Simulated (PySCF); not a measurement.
Ge(H)2(OEt)(NH2) (C₂H₉GeNO), SMILES [GeH2]([NH2])[O]CC. Atoms are numbered in the order given.

```xyz
14

Ge     1.0012    -0.3014    -0.0527
N      1.3420     1.4459     0.4345
O     -0.7584    -0.6043     0.1849
C     -1.6872     0.2571    -0.4654
C     -3.0775    -0.0109     0.0888
H      1.3877    -0.4065    -1.5565
H      1.6372    -1.3941     0.8434
H      1.5159     1.6060     1.4314
H      2.0687     1.9145    -0.1152
H     -1.4091     1.3267    -0.3103
H     -1.6787     0.0810    -1.5706
H     -3.8321     0.6315    -0.4091
H     -3.1060     0.1926     1.1782
H     -3.3606    -1.0713    -0.0671
```

The structure is a stationary point at PBE-D3(BJ)/def2-SVP. One conformer was computed; it need not be the lowest.

Method: PySCF with PBE/pcSseg-1.

GIAO shieldings, no solvent; atoms listed in one row are averaged. δ = σ(ref) − σ: ⁷³Ge against GeH4 (σ = 1614.4 ppm); ¹⁵N against NH3 (σ = 267.0 ppm); ¹⁷O against H2O (σ = 334.3 ppm); ¹³C against TMS (σ = 182.0 ppm); ¹H against TMS (σ = 31.49 ppm), references at their B3LYP-D3(BJ)/def2-TZVP geometries, non-relativistic.

```csv
nucleus,atoms,count,δ (ppm)
⁷³Ge,Ge1,1,339.7
¹⁵N,N2,1,29.8
¹⁷O,O3,1,87.8
¹³C,C4,1,68.7
¹³C,C5,1,24.3
¹H,H7,1,6.07
¹H,H6,1,5.78
¹H,H10,1,5.03
¹H,H11,1,4.19
¹H,"H12, H13, H14",3,1.78
¹H,"H8, H9",2,0.87
```
